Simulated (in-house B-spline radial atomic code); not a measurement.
The numbers below are computed, except where a source is named.
Al in an electron gas of r_s = 2.07: phase shifts, screening, friction and resistivity

A nucleus sits in a uniform electron gas with a rigid positive background. The Kohn-Sham equations are solved self-consistently in the spin-unpolarised LDA (PW92), non-relativistic, on B-splines with outgoing waves at the boundary and partial waves to l = 8. The model has no lattice, no bands and no magnetic solution. Atomic units; δ_l are the phase shifts at the Fermi level, counted so that each bound state adds π, and good to about 0.0005.

The density parameter is r_s = 2.07 bohr, near that of the valence electrons of Al (3 per atom, density 2.7 g/cm³, mass 26.98 u, which gives r_s = 2.07).

| l | δ_l (rad) |
| --- | --- |
| 0 | 6.6216 |
| 1 | 3.9542 |
| 2 | 0.3209 |
| 3 | 0.0368 |
| 4 | 0.0063 |
| 5 | 0.0013 |
| 6 | 0.0003 |
| 7 | 0.0001 |
| 8 | 0.0000 |

Bound levels below the band bottom (hartree): s -54.62, s -3.465, p -2.09, s -0.009401.

Problem. Check the Friedel sum rule, and say where the screening charge sits.

Solution. k_F = (9π/4)^(1/3)/r_s = 0.92713. The rule is Z = (2/π) Σ (2l + 1) δ_l. The terms are s 4.215, p 7.552, d 1.021, f 0.164 and 0.049 beyond, in all 13.001 against Z = 13. Bound states hold 6 s, 6 p, 0 d electrons, so the scattering states carry 1.00 in all; where a term is smaller than its bound count, the bound level has drawn weight out of the band.

Problem. Find the transport cross section and the electronic stopping of a 2 keV Al ion (mass 26.98 u).

Solution. σ_tr = (4π/k_F²) Σ (l + 1) sin²(δ_l − δ_(l+1)). The terms for l = 0 to 3 are 0.2085, 0.4458, 0.2357, 0.0037, all together 0.8939, so σ_tr = 14.619 × 0.8939 = 13.068 bohr². With n = 3/(4π r_s³) = 0.02692, the friction coefficient is Q = n k_F σ_tr = 0.3261. For v well below v_F = 0.927, dE/dx = Q v; with 24801 eV per u at v = 1, v = √(2000/(24801 × 26.98)) = 0.0547, so dE/dx = 0.01783 hartree/bohr = 9.17 eV/nm. The largest term couples the p and d waves.

Problem. What residual resistivity would 1 atomic per cent of such centres give in Al?

Solution. Δρ = k_F n_i σ_tr/n in atomic units of 21.74 μΩ·cm. With one host atom per 3 electrons, n_i/n = 0.01/3, so Δρ = 0.9271 × 0.00333 × 13.068 × 21.74 = 0.88 μΩ·cm. This is an atom added to the gas, as on an interstitial site.

Problem. On a substitutional site the background of one host ion, a sphere holding 3 charges, is taken out. The phase shifts for l = 0 to 4 become 6.2001, 3.3014, -0.0183, -0.0296, -0.0082. What follows?

Solution. The Friedel sum is now 10.00, for Z − 3 = 10. The sum in σ_tr is 0.1231, so σ_tr = 1.80 bohr² and Δρ = 0.12 μΩ·cm per atomic per cent, 0.14 times the value above. A real host ion scatters too, so this model doesn't give zero even for the host's own atom.
